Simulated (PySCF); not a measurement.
Isomers of C7H11ClO, from PBE0-D3(BJ)/def2-SVP geometry optimisation, gas phase (PySCF). One conformer each, no zero-point energy, no frequencies.

Question: Which is lower in electronic energy at this level?
A. `[CH3:1][CH2:2][C:3]([C:4](=[O:5])[Cl:6])=[C:7]([CH3:8])[CH3:9]` with C1–C2–C3–C4 92°, C2–C3–C4–O5 168°: A = 1770, B = 1105, C = 721.0 MHz, dipole 3.83 D
B. `[O:1]=[C:2]([Cl:3])[CH:4]1[CH2:5][CH2:6][CH2:7][CH2:8][CH2:9]1` with O1–C2–C4–C5 127°, C2–C4–C5–C6 -71°, C4–C5–C6–C7 -56°, C5–C6–C7–C8 55°, C6–C7–C8–C9 -54°: A = 2379, B = 988.4, C = 842.5 MHz, dipole 2.76 D

Answer: B. That is `C1CCC(C(Cl)=O)CC1`, 21.2 kcal/mol below the other.

```tsv
SMILES	mapped SMILES	E (Eh)	relative (kcal/mol)	relative (kJ/mol)	dipole (D)
O=C(Cl)C1CCCCC1	[O:1]=[C:2]([Cl:3])[CH:4]1[CH2:5][CH2:6][CH2:7][CH2:8][CH2:9]1	-807.88441	0.0	0.0	2.76
CCC(C(=O)Cl)=C(C)C	[CH3:1][CH2:2][C:3]([C:4](=[O:5])[Cl:6])=[C:7]([CH3:8])[CH3:9]	-807.85057	21.2	88.8	3.83
```

As drawn, the higher has a C=C bond outside aromatic rings, which the lower lacks.
